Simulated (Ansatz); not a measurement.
`C=CN(C)[SiH2]Cl` → `C=CN[SiH2]Cl` + `[CH2]` (triplet)  (formal loss of a carbene)

Program: Ansatz. Geometries: PBE0-D4/def2-TZVP. ΔE: electronic, gas phase. CCSD(T)/CBS adds triple-zeta CCSD(T) − MP2 to the extrapolated MP2 energy (def2 sets, frozen cores). This one scheme is used for every species. DFT in def2-TZVPP. Triplets are unrestricted, without spin–orbit coupling. One conformer a species, not always the lowest.

| level | ΔE (kJ/mol) |
| --- | --- |
| CAM-B3LYP-D4 | 411.5 |
| HF/CBS(def2) | 259.3 |

Problem. What does CCSD(T)/CBS give? (An estimate is asked.)

Solution. The calculation gave: +414.3 kJ/mol. The listed levels differ from it by -2.8, -155.0 kJ/mol.

Largest T1 diagnostic among the species: 0.011.

At CCSD(T), def2-SVP lies −12.4 kJ/mol from the extrapolated value and def2-TZVPP −9.9 kJ/mol. From r2SCAN to r2SCAN0 (25 % exact exchange), in def2-TZVPP and without D4, ΔE moves by −4.6 kJ/mol.
